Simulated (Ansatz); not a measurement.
Reaction (formal hydrolysis of a C–S bond): `CBSCF` + H₂O → `OCF` + `CBS`

Computed with Ansatz on PBE0-D4/def2-TZVP structures; ΔE is electronic, products minus reactants. CBS: MP2 limit from def2 TZ/QZ plus the TZ coupled-cluster correction, frozen cores. This one scheme is used for every species. DFT in def2-TZVPP. B3LYP here is the variant with VWN-RPA as its local correlation; programs differ in this. One conformer a species, not always the lowest.

| level | ΔE (kcal/mol) | difference from CCSD(T)/CBS |
| --- | --- | --- |
| PBE-D4 | 0.7 | -0.9 |
| r2SCAN-D4 | -0.1 | -1.7 |
| PBE0-D4 | 0.2 | -1.4 |
| B3LYP-D4 | -0.2 | -1.8 |
| ωB97X-V | -0.9 | -2.5 |
| ωB97M-V | -0.1 | -1.7 |
| B2PLYP | -0.7 | -2.3 |
| PBE | -0.1 | -1.7 |
| r2SCAN | -0.4 | -2.0 |
| PBE0 | -0.5 | -2.1 |
| B3LYP | -1.6 | -3.2 |
| HF/def2-TZVPP | -4.4 | -6.0 |
| MP2/def2-TZVPP | 1.2 | -0.4 |
| SCS-MP2/def2-TZVPP | -0.1 | -1.7 |
| CCSD/def2-TZVPP | -0.9 | -2.5 |
| CCSD(T)/def2-TZVPP | -0.2 | -1.8 |
| HF/def2-QZVPP | -4.2 | -5.8 |
| MP2/def2-QZVPP | 2.4 | 0.8 |
| SCS-MP2/def2-QZVPP | 1.1 | -0.5 |
| HF/CBS(def2) | -4.1 | -5.7 |
| MP2/CBS(def2) | 3.1 | 1.5 |
| CCSD/CBS(def2) | 0.9 | -0.7 |
| CCSD(T)/CBS | 1.6 | 0 |

Largest T1 diagnostic among the species: 0.013.

The D4 term adds +1.4 kcal/mol with B3LYP and +0.8 kcal/mol with PBE0; it sums over pairs of atoms, weighted by their polarisabilities, and B3LYP, whose exchange is more repulsive, gets the larger term. In def2-TZVPP, CCSD(T) changes the Hartree–Fock value by +4.2 kcal/mol (the triples alone add +0.7 kcal/mol) and MP2 by +5.6 kcal/mol.
